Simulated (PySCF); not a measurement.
# How methods differ on the excitation energy of Co

Co [Ar] 3d7 4s2 (4F) → Co [Ar] 3d9 (2D), as a difference of total energies. Computed with PySCF 2.14 in x2c-TZVPPall with one added diffuse shell each of s, p, d, f type (7s6p5d3f1g, 80 functions), with the spin-free X2C one-electron Hamiltonian (Gaussian nucleus). Correlated levels: valence: [Ar] frozen; valence and next inner shell: [Ne] frozen. The calculations carry no spin-orbit coupling.

```
                                method  excitation energy (eV)
                                   UHF                   7.657
                                   LDA                   1.989
                                   PBE                   2.441
                                  PBE0                   3.545
                                r2SCAN                   3.496
                                 wB97X                   3.190
                               r2SCANh                   3.825
                                M06-2X                   4.131
                                  TPSS                   2.848
                         MP2 (valence)                   2.049
                     SCS-MP2 (valence)                   2.574
    MP2 (valence and next inner shell)                   0.854
SCS-MP2 (valence and next inner shell)                   1.714
```

Q: How much does correlation contribute at MP2 (valence and next inner shell)?

A: 0.854 − (7.657) = -6.803 eV, measured against UHF.

A first-order spin-orbit estimate (lowest level to lowest level, LS coupling) adds 0.043 eV.
